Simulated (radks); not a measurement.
The numbers below are computed, except where a source is named.
Spherical quantum dot in the effective-mass picture: electrons in a well V = -V0 / (1 + exp((r - R)/a)) with V0 = 41.9, R = 1.46, a = 0.11, all in effective atomic units (hartree* = m*/eps^2 hartree, bohr* = eps/m* bohr), one dielectric constant everywhere. Level of theory: non-relativistic Kohn-Sham, r2SCAN, spin-polarised, spherical densities, generalised Kohn-Sham scheme (a radial shooting solver with Libxc functionals). Levels are named by radial order and angular momentum (1s, 1p, 1d, 2s, ...), and open shells are averaged over m. Results are scaled to m* = 0.044 and eps = 6.8, for which hartree* = 25.89 meV and bohr* = 8.178 nm.

N = 21, configuration 1s2 1p6 1d10 2s2 1f(up 1, down 0). This is the lowest configuration that the search found. Occupied and some empty levels:

level,occupation,eigenvalue (meV),<r> (nm)
1s up,1,-508.73,7.067
1s down,1,-507.96,7.050
1p up,3,-463.69,7.798
1p down,3,-462.62,7.790
1d up,5,-397.43,8.334
1d down,5,-396.12,8.330
2s up,1,-326.17,6.078
2s down,1,-325.50,6.089
1f up,1,-313.74,8.769
1f down,0,-312.23,8.767
2p up,0,-222.37,7.041
2p down,0,-221.64,7.044
1g up,0,-214.92,9.145
1g down,0,-213.27,9.145
2d up,0,-108.37,7.799
2d down,0,-107.38,7.797

Energy (meV): total -13855.9, kinetic 2893.3, external -21521, Hartree 5338.6, exchange-correlation -566.71.
